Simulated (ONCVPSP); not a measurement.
## Hardness and transferability of assorted potentials

Generated with ld1.x 7.5 (TM, RRKJ, ultrasoft, PAW), atompaw 4.2 or ONCVPSP 4.0.1. The cutoff is in Ry: for ld1.x and atompaw files where the sum of valence levels is converged to 10 mRy in a Bessel basis, for ONCV files where the hardest occupied wave has 1 mHa per electron of residual kinetic energy. The error is the largest all-electron minus pseudo excitation energy over each file’s own four to seven test configurations (ionisations up to +4, promotions, holes and added fractions of an electron), all of which were solved. The labels leave out finer settings (local radius, basis sizes, second energies), which also bear on the numbers. Spin-polarised tests are not counted. The rows are a selection from randomly drawn settings: files with unsolved tests, undetermined cutoffs or missed reference levels are left out.

A true bound ghost makes a file unfit for plane-wave use even where its test errors are small: the radial tests pick states by their node count and pass the ghost by.

| element | potential | cutoff (Ry) | largest error (meV) | bound ghosts |
| --- | --- | --- | --- | --- |
| Be | ONCV, LDA (Perdew-Wang 92), scalar-relativistic, rc 2.25/2.20 (sp), local smoothed, core correction yes, reference 2s2, qcut 3.4/3, projectors 1/1 | 7 | -35 | none |
| S | ONCV, PBEsol, scalar-relativistic, rc 1.45/1.10/1.35 (spd), local smoothed, core correction yes, reference 3s2 3p2, qcut 5/8.5/6.5, projectors 1/3/3 | 80 | +25 | p, d, s |
| Ca | ONCV, PBE, scalar-relativistic, rc 1.85/1.85/1.70 (spd), local d, core correction no, reference 3s2 3p6, qcut 6.3/7.6/6.3, projectors 2/2/0 | 30 | -35 | none |
| Cd | ONCV, PBEsol, fully relativistic, rc 1.65/1.60/1.55 (spd), local smoothed, core correction yes, reference 4s2 4p6 4d10 5s2, qcut 6.6/7.6/8.1, projectors 2/2/1 | 57 | -604 | none |
| Ce | ONCV, PBE, scalar-relativistic, rc 2.75/2.50/2.80/1.00 (spdf), local smoothed, core correction yes, reference 4f1 5s2 5p6 5d1 6s1.5 6p0.5, qcut 3.4/4.8/4.1/17.7, projectors 2/2/2/2 | 244 | -7.3 | s, p, d |
| Gd | ONCV, PBE, scalar-relativistic, rc 2.30/2.60/1.25/1.45 (spdf), local smoothed, core correction yes, reference 4d10 4f7 5s2 5p6 5d1, qcut 4/4.3/9.8/14.1, projectors 3/2/2/2 | 242 | +3.1 | none |
| Bi | ONCV, PBE, scalar-relativistic, rc 1.65/2.20/0.85/0.85 (spdf), local d, core correction yes, reference 4f14 5d10 6s2 6p3, qcut 3.4/3.1/11.4/17, projectors 2/2/0/2 | 904 | -19 | s |

Fill in the row for Sc: ONCV, PBE, scalar-relativistic, rc 3.20/3.45/1.35 (spd), local d, core correction no, reference 3d1 4s1.5 4p0.5, qcut 2.1/2.3/8.2, projectors 2/3/0.

cutoff 77 Ry, largest error +433 meV, bound ghosts: s.

Fill in the row for Ta: ONCV, LDA (Perdew-Wang 92), scalar-relativistic, rc 2.55/1.25/2.25 (spd), local smoothed, core correction yes, reference 5p6 5d3 6s2, qcut 2/6.9/7.2, projectors 2/2/1.

cutoff 98 Ry, largest error +32 meV, bound ghosts: s.

Fill in the row for Ba: ONCV, LDA (Perdew-Zunger), fully relativistic, rc 2.65/2.70/2.80 (spd), local smoothed, core correction yes, reference 5s2 5p6 6s1, qcut 4/4.1/3, projectors 3/2/2.

cutoff 12 Ry, largest error -143 meV, bound ghosts: none.
